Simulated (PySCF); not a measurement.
A GIAO shielding run with PySCF 2.14 (density fitting, scalar relativity only through the core potential, gas phase) on Nb(CH2)Cl3 (SMILES [CH2]=[Nb]([Cl])([Cl])[Cl]):

```
{"job": {"kind": "nmr", "xc": "PBE0", "basis": {"default": "pcSseg-1", "Nb": "def2-TZVP"}}, "charge": 0, "multiplicity": 1}
Nb    -0.037365     0.081874    -0.702920
C      0.191947    -0.017598     1.158444
H     -0.617826     0.365137     1.801368
H      1.042185    -0.482826     1.677063
Cl     2.025390    -0.090639    -1.639523
Cl    -1.312874     1.925406    -1.095093
Cl    -1.291468    -1.781334    -1.199329
```

Hardware: 1 thread of an Arm Neoverse V2, shared host. The job also computes population analyses, field gradients.

(1) How large is the calculation?

(2) How long does it take?

(3) And these other runs on the same molecule and hardware: GIAO shielding at B3LYP/pcSseg-1 (def2-TZVP on Nb)?

Results:

(1) 72 electrons, 139 basis functions and 841 auxiliary functions.

(2) 9.4 s of wall time, with 15 SCF cycles and 6 response iterations. Times on a shared host scatter by some tens of per cent.

(3) B3LYP/pcSseg-1 (def2-TZVP on Nb): 139 functions, 9.3 s.
